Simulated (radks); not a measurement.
Neutral lithium inside a hard spherical wall (all orbitals vanish at R), configuration held at [He] 2s1 and not refilled when levels cross. All-electron calculation, scalar-relativistic Kohn-Sham, PBEsol, spin-polarised, spherical densities, finite nucleus; open shells are filled with parallel spins first; Fermi nuclear charge, rms radius 2.444 fm. Program: a radial shooting solver on a logarithmic mesh with Libxc functionals. Eigenvalues in eV for spin up, with the zero of energy where the potential of the charges vanishes at infinity; a dash marks a level that is unbound or too diffuse for the functional's potential to be trusted. A positive occupied level is held by the wall or, in an anion where self-interaction has pushed it up, behind a barrier. The pressure on the wall is -dE/dV.

R (bohr)  E (hartree)  kinetic (hartree)    e(1s)   e(2s)  e(2p, empty)  e(3s, empty)  pressure (GPa)
free         -7.39836              7.343  -51.231  -3.162        -1.295             -               0
15           -7.39835              7.343  -51.228  -3.160        -1.286         0.370        0.000134
12           -7.39815              7.345  -51.195  -3.141        -1.236         1.118         0.00317
10           -7.39709              7.353  -51.077  -3.068        -1.094         2.362          0.0258
6            -7.36120              7.492  -49.481  -1.569         0.898        12.965            2.04
5            -7.31081              7.636  -48.272   0.178         2.788        21.872            7.19
4            -7.18042              7.955  -46.249   4.365         6.701        39.957            30.5
3            -6.78655              8.791  -42.561  16.311        16.069        83.070             179
2.5          -6.28491              9.773  -39.285  30.977        26.154        129.45             533
2            -5.17193             11.830  -33.362  62.175        45.711        219.12            1970
